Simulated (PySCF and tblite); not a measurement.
Computed ¹H and ¹³C shifts (ppm) of 4 molecules with 9 carbons each, averaged over conformers at 298.15 K: GIAO WP04/pcSseg-1 (IEF-PCM, chloroform) on PBE0-D3(BJ)/def2-SVP geometries, unscaled, against TMS (¹H), TMS (¹³C) at the same level; H on other atoms than carbon is left out (PySCF, tblite).

P. ¹H: 7.28 (2H), 7.28 (2H), 7.21 (1H), 1.62 (6H) ¹³C: 153.3 (1C), 134.0 (2C), 132.9 (1C), 129.9 (2C), 102.5 (1C), 31.8 (2C)
Q. ¹H: 7.17 (2H), 6.84 (1H), 6.74 (2H), 5.94 (1H), 5.47 (1H), 5.33 (1H), 4.40 (2H) ¹³C: 165.4 (1C), 141.9 (1C), 135.4 (2C), 125.9 (1C), 123.0 (1C), 119.6 (2C), 70.9 (1C)
R. ¹H: 7.15 (2H), 7.06 (1H), 6.99 (2H), 1.72 (1H), 1.02 (2H), 0.70 (2H) ¹³C: 151.8 (1C), 133.9 (2C), 132.6 (2C), 131.3 (1C), 19.7 (1C), 13.8 (2C)
S. ¹H: 7.22 (2H), 7.15 (1H), 7.14 (2H), 5.86 (1H), 5.14 (1H), 4.85 (1H), 3.26 (2H) ¹³C: 148.0 (1C), 146.8 (1C), 135.7 (2C), 134.1 (2C), 132.4 (1C), 122.5 (1C), 44.0 (1C)

The molecules:
1. C₉H₁₀, SMILES C=CCc1ccccc1
2. C9H10, SMILES c1ccc(C2CC2)cc1
3. C₉H₁₀O, SMILES C=CCOc1ccccc1
4. PhCF(CH3)2, C₉H₁₁F, SMILES CC(C)(F)c1ccccc1

Which spectrum belongs to which molecule?

P is 4; Q is 3; R is 2; S is 1.

Assigned:
1. [CH2:1]=[CH:2][CH2:3][c:4]1[cH:5][cH:6][cH:7][cH:8][cH:9]1: ¹³C: 148.0 (C2), 146.8 (C4), 135.7 (C5/C9), 134.1 (C6/C8), 132.4 (C7), 122.5 (C1), 44.0 (C3) ppm.
2. [cH:1]1[cH:2][cH:3][c:4]([CH:5]2[CH2:6][CH2:7]2)[cH:8][cH:9]1: ¹³C: 151.8 (C4), 133.9 (C2/C9), 132.6 (C3/C8), 131.3 (C1), 19.7 (C5), 13.8 (C6/C7) ppm.
3. [CH2:1]=[CH:2][CH2:3][O:4][c:5]1[cH:6][cH:7][cH:8][cH:9][cH:10]1: ¹³C: 165.4 (C5), 141.9 (C2), 135.4 (C7/C9), 125.9 (C8), 123.0 (C1), 119.6 (C6/C10), 70.9 (C3) ppm.
4. [CH3:1][C:2]([CH3:3])([F:4])[c:5]1[cH:6][cH:7][cH:8][cH:9][cH:10]1: ¹³C: 153.3 (C5), 134.0 (C7/C9), 132.9 (C8), 129.9 (C6/C10), 102.5 (C2), 31.8 (C1/C3) ppm.

Unscaled shifts at such levels can be off by 15 ppm or more for ¹³C and 0.8 ppm for ¹H.

For scale, the study of C=CCc1ccccc1 took 3.6 min on 1 thread of Arm Neoverse V1, shared host (rough), launched as `OMP_NUM_THREADS=1 python ens_run.py task.json out`.
